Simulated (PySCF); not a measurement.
Energy of Te (tellurium, neutral) between two integer charges

The 5p beta orbital of [Kr] 4d10 5s2 5p4 is emptied in steps (occupation f), with all orbitals relaxed, ending at [Kr] 4d10 5s2 5p3. Calculation: PySCF 2.14, in def2-TZVPPD with the def2 core potential (28 electrons) (7s6p4d2f, 59 functions); a scalar-relativistic core potential. The exact energy is a straight line in f; departures are measured from the line between the end points of the same method.

```json
{"f": "1", "UHF (eV)": "0.000", "LDA (eV)": "0.000", "PBE (eV)": "0.000", "PBE0 (eV)": "0.000", "r2SCAN (eV)": "0.000", "LC-wPBE (eV)": "0.000", "BHandHLYP (eV)": "0.000", "MN15 (eV)": "0.000", "TPSS (eV)": "0.000"}
{"f": "0.8", "UHF (eV)": "0.114", "LDA (eV)": "-0.581", "PBE (eV)": "-0.558", "PBE0 (eV)": "-0.393", "r2SCAN (eV)": "-0.517", "LC-wPBE (eV)": "0.010", "BHandHLYP (eV)": "-0.253", "MN15 (eV)": "-0.302", "TPSS (eV)": "-0.543"}
{"f": "0.6", "UHF (eV)": "0.165", "LDA (eV)": "-0.876", "PBE (eV)": "-0.839", "PBE0 (eV)": "-0.590", "r2SCAN (eV)": "-0.768", "LC-wPBE (eV)": "0.016", "BHandHLYP (eV)": "-0.384", "MN15 (eV)": "-0.455", "TPSS (eV)": "-0.815"}
{"f": "0.4", "UHF (eV)": "0.159", "LDA (eV)": "-0.880", "PBE (eV)": "-0.840", "PBE0 (eV)": "-0.590", "r2SCAN (eV)": "-0.754", "LC-wPBE (eV)": "0.018", "BHandHLYP (eV)": "-0.389", "MN15 (eV)": "-0.457", "TPSS (eV)": "-0.814"}
{"f": "0.2", "UHF (eV)": "0.103", "LDA (eV)": "-0.589", "PBE (eV)": "-0.561", "PBE0 (eV)": "-0.392", "r2SCAN (eV)": "-0.486", "LC-wPBE (eV)": "0.014", "BHandHLYP (eV)": "-0.263", "MN15 (eV)": "-0.305", "TPSS (eV)": "-0.542"}
{"f": "0", "UHF (eV)": "0.000", "LDA (eV)": "0.000", "PBE (eV)": "0.000", "PBE0 (eV)": "0.000", "r2SCAN (eV)": "0.000", "LC-wPBE (eV)": "0.000", "BHandHLYP (eV)": "0.000", "MN15 (eV)": "0.000", "TPSS (eV)": "0.000"}
```

Task: For r2SCAN, how does the orbital energy at f = 1 compare with the removal energy?

Result: −ε = 5.478 eV against a total-energy difference of 8.728 eV. By Janak's theorem ε = ∂E/∂f, so the gap between them reflects the curvature. Along the path −ε is 6.808 (f = 0.8), 8.140 (f = 0.6), 9.447 (f = 0.4), 10.665 (f = 0.2) eV.

```json
{"method": "UHF", "E(f=0) − E(f=1) (eV)": "7.725", "−ε at f=1 (eV)": "8.466", "−ε at f=0.4 (eV)": "7.565"}
{"method": "LDA", "E(f=0) − E(f=1) (eV)": "8.987", "−ε at f=1 (eV)": "5.382", "−ε at f=0.4 (eV)": "9.702"}
{"method": "PBE", "E(f=0) − E(f=1) (eV)": "8.719", "−ε at f=1 (eV)": "5.248", "−ε at f=0.4 (eV)": "9.414"}
{"method": "PBE0", "E(f=0) − E(f=1) (eV)": "8.720", "−ε at f=1 (eV)": "6.266", "−ε at f=0.4 (eV)": "9.216"}
{"method": "r2SCAN", "E(f=0) − E(f=1) (eV)": "8.728", "−ε at f=1 (eV)": "5.478", "−ε at f=0.4 (eV)": "9.447"}
{"method": "LC-wPBE", "E(f=0) − E(f=1) (eV)": "8.795", "−ε at f=1 (eV)": "8.855", "−ε at f=0.4 (eV)": "8.792"}
{"method": "BHandHLYP", "E(f=0) − E(f=1) (eV)": "8.736", "−ε at f=1 (eV)": "7.174", "−ε at f=0.4 (eV)": "9.033"}
{"method": "MN15", "E(f=0) − E(f=1) (eV)": "8.622", "−ε at f=1 (eV)": "6.742", "−ε at f=0.4 (eV)": "8.995"}
{"method": "TPSS", "E(f=0) − E(f=1) (eV)": "8.716", "−ε at f=1 (eV)": "5.333", "−ε at f=0.4 (eV)": "9.398"}
```

Reference removal energy between the ground levels: 9.010 eV (measured; NIST Atomic Spectra Database, ionization energies). The calculation has no spin-orbit coupling. UHF lacks correlation.
